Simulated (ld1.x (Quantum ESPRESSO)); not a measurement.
u(r) = r·R(r): atom against pseudo-atom (tungsten)

Columns: radius, all-electron u(r) and pseudo u(r) of the 5p shell (level -43.20 eV) of tungsten in the configuration [Kr] 4d10 4f14 5s2 5p6 5d4 6s2 6p0; Wu–Cohen, scalar-relativistic, RRKJ scheme, ld1.x (Quantum ESPRESSO) 7.5.

| r (bohr) | all-electron | pseudo |
| --- | --- | --- |
| 0.105 | -0.2200 | -0.0244 |
| 0.210 | -0.1233 | -0.0947 |
| 0.315 | 0.4434 | -0.2034 |
| 0.420 | 0.5014 | -0.3388 |
| 0.525 | 0.1831 | -0.4867 |
| 0.630 | -0.2307 | -0.6326 |
| 0.735 | -0.5870 | -0.7631 |
| 0.840 | -0.8362 | -0.8676 |
| 0.945 | -0.9796 | -0.9391 |
| 1.050 | -1.0371 | -0.9748 |
| 1.155 | -1.0322 | -0.9758 |
| 1.260 | -0.9859 | -0.9461 |
| 1.365 | -0.9147 | -0.8922 |
| 1.470 | -0.8309 | -0.8213 |
| 1.575 | -0.7429 | -0.7407 |
| 1.680 | -0.6561 | -0.6570 |
| 1.785 | -0.5739 | -0.5753 |
| 1.890 | -0.4982 | -0.4989 |
| 1.995 | -0.4299 | -0.4300 |
| 2.100 | -0.3691 | -0.3691 |
| 2.205 | -0.3157 | -0.3157 |
| 2.310 | -0.2690 | -0.2690 |
| 2.415 | -0.2286 | -0.2286 |
| 2.520 | -0.1939 | -0.1939 |
| 2.625 | -0.1641 | -0.1641 |
| 2.730 | -0.1386 | -0.1386 |

Q: How many radial nodes do the two functions have?

A: The all-electron 5p function has n − l − 1 = 3 (the table is too coarse to show those close to the nucleus); the pseudo-wave has 0, since the states of the same l below it are removed with the core.

Q: At about which radius was the pseudo-wave matched?

A: 2.10 bohr, where the columns begin to agree (steps of 0.10 bohr).

Q: Is the pseudo-wave norm-conserving?

A: Yes: the RRKJ scheme keeps the norm inside the radius equal to the all-electron one, which fixes the energy derivative of the logarithmic derivative at the level.
